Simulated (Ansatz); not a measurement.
`c1ccc2c(c1)-c1ccccc1-2`, relaxed with RKS PBE-D4/def2-SVP in Ansatz from a rough embedded geometry. The force threshold is 0.03 eV/Å; the program also tests the step.

Charge 0, multiplicity 1.

Start:

```xyz
20

C     2.327    2.041   -0.650
C     2.838    1.332    0.415
C     2.120    0.294    1.042
C     0.888    0.042    0.522
C     0.360    0.774   -0.579
C     1.051    1.777   -1.186
C    -0.888   -0.042   -0.523
C    -2.120   -0.295   -1.043
C    -2.838   -1.333   -0.415
C    -2.328   -2.040    0.651
C    -1.051   -1.776    1.187
C    -0.360   -0.774    0.578
H     2.922    2.827   -1.091
H     3.823    1.578    0.785
H     2.543   -0.246    1.876
H     0.673    2.347   -2.021
H    -2.543    0.244   -1.878
H    -3.823   -1.579   -0.786
H    -2.923   -2.826    1.093
H    -0.673   -2.346    2.022
```

```
step  energy (eV)  largest force (eV/Å)  largest move (Å)
   1  -12548.1832                 0.591             0.000
   2  -12548.3541                 0.157             0.050
   3  -12548.3677                 0.009             0.020
```

End:

```xyz
20

C     2.363    2.073   -0.660
C     2.882    1.353    0.422
C     2.150    0.303    1.052
C     0.897    0.044    0.526
C     0.366    0.781   -0.583
C     1.070    1.799   -1.198
C    -0.897   -0.044   -0.526
C    -2.149   -0.304   -1.052
C    -2.882   -1.353   -0.422
C    -2.363   -2.073    0.661
C    -1.071   -1.799    1.198
C    -0.365   -0.781    0.583
H     2.970    2.874   -1.110
H     3.886    1.604    0.799
H     2.574   -0.251    1.902
H     0.679    2.376   -2.049
H    -2.574    0.251   -1.902
H    -3.886   -1.605   -0.799
H    -2.971   -2.873    1.110
H    -0.679   -2.375    2.050
```

Run time 25 s (4 threads of an AMD EPYC 7R13 on a shared host and a share of an NVIDIA H100 80 GB); peak host memory 0.86 GiB.
